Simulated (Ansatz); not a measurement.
```yaml
crystal:
  periodic: [false, false, false]
  atoms:
    - {symbol: Si, position_ang: [-1.429863, 1.311976, 0.055658]}
    - {symbol: Si, position_ang: [-0.362395, -0.587519, 0.510227]}
    - {symbol: C, position_ang: [1.537361, -0.487166, 0.285666]}
    - {symbol: Al, position_ang: [0.883501, -1.564269, -1.152805]}
    - {symbol: H, position_ang: [-2.969268, 1.162968, -0.106907]}
    - {symbol: H, position_ang: [-1.270009, 2.386801, 1.103567]}
    - {symbol: H, position_ang: [-0.895496, 1.814303, -1.263691]}
    - {symbol: H, position_ang: [-0.773101, -1.275387, 1.868029]}
    - {symbol: H, position_ang: [2.104884, -1.116427, 1.004164]}
    - {symbol: H, position_ang: [2.002294, 0.484257, 0.269577]}
    - {symbol: H, position_ang: [1.293822, -2.309341, -2.521846]}
basis:
  gaussian: {orbitals: STO-3G}
magnetization: {spin_polarized: true, initial_magnetization: 8}
hamiltonian: {xc: {name: r2SCAN0}}
accuracy: high
output: {forces: true}
```

```sh
$ ansatz run in.yaml --threads 2 --pin off --events-out ev --progress --plain --max-ram 4352MiB
```

Shortened log:

```
Functional definition: r2SCAN0
814 factors; integrals over basis functions are off by at most 3.8e-9 eV
mean field evaluation 1: about -23191.2598 eV, gradient 1.0e1 eV
mean field evaluation 2: about -23190.5213 eV, gradient 1.4e1 eV
mean field evaluation 4: about -23193.4653 eV, gradient 3.8e0 eV
mean field evaluation 8: about -23194.1185 eV, gradient 3.6e-1 eV
mean field evaluation 16: about -23194.1257 eV, gradient 3.7e-3 eV
mean field evaluation 32: about -23194.1257 eV, gradient 4.4e-7 eV
mean field -23194.12566255 eV, -852.3683965557 hartree, gradient 3.2e-8 eV, S^2 20.006425; 4 other end points of the search recorded, 0 dependent functions left out
reference -23194.12566371 eV, -852.3683965984 hartree; 31, 23 occupied and 8, 16 virtual orbitals, 814 factors
Total energy: -23194.12566371 eV, -852.3683965984 hartree
Atom 0 at    -1.429863     1.311976     0.055658 Å, force    -3.301990     3.419102    -1.302092 eV/Å
Atom 1 at    -0.362395    -0.587519     0.510227 Å, force    -4.921564     1.266733    -1.022507 eV/Å
Atom 2 at     1.537361    -0.487166     0.285666 Å, force     8.520757    -0.134350     3.268469 eV/Å
Atom 3 at     0.883501    -1.564269    -1.152805 Å, force    -0.885858     1.422365     0.762885 eV/Å
Atom 4 at    -2.969268     1.162968    -0.106907 Å, force     0.946708     0.761991     0.001579 eV/Å
Atom 5 at    -1.270009     2.386801     1.103567 Å, force    -0.129392    -1.000170    -0.856117 eV/Å
Atom 6 at    -0.895496     1.814303    -1.263691 Å, force    -0.357486     0.038603     0.532191 eV/Å
Atom 7 at    -0.773101    -1.275387     1.868029 Å, force    -1.396710    -3.056224     5.420025 eV/Å
Atom 8 at     2.104884    -1.116427     1.004164 Å, force     0.174148     0.345129    -0.236378 eV/Å
Atom 9 at     2.002294     0.484257     0.269577 Å, force     0.004084     0.866418    -0.302318 eV/Å
Atom 10 at     1.293822    -2.309341    -2.521846 Å, force     1.347304    -3.929597    -6.265738 eV/Å
Dipole moment:     0.281372    -0.381152    -0.328059 e Å
```

What is wrong with this run?

The spin is set far too high for this molecule. The run converged. The result belongs to that input, not to the molecule as meant.
